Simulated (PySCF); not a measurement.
One molecule, a ladder of functionals, a line

Molecule: 4-hydroxy-1-fluorobenzene (Oc1ccc(F)cc1, C6H5FO).

Atom-mapped SMILES (the numbers label the heavy atoms): `[OH:1][c:2]1[cH:3][cH:4][c:5]([F:6])[cH:7][cH:8]1`. Each H is labelled by its parent atom.

GIAO shieldings (ppm, equivalent atoms averaged) in PySCF 2.14 on the PBE0-D3(BJ)/def2-SVP geometry, basis pcSseg-1, gas phase, non-relativistic:

```tsv
functional	exact exchange (%)	σ(O1)	σ(F6)
BP86	0	202.7	282.8
PBE	0	201.7	280.0
PBE0	25	216.0	303.1
BHandHLYP	50	227.4	324.3
HF	100	247.9	355.8
```

(1) Fit each shielding as a line in the percentage of exact exchange.

(2) What does the line predict for mPW1PW91 (25 %), and what does the run give?

## Answers

(1) σ(O1) = 203.1 + 0.46 x (rms 1.2 ppm); σ(F6) = 282.9 + 0.75 x (rms 2.5 ppm). The functionals also differ in their semilocal parts, which the line can't hold; Hartree–Fock has no correlation at all.

(2) σ(O1): 214.6 predicted, 215.6 computed; σ(F6): 301.6 predicted, 303.8 computed ppm.
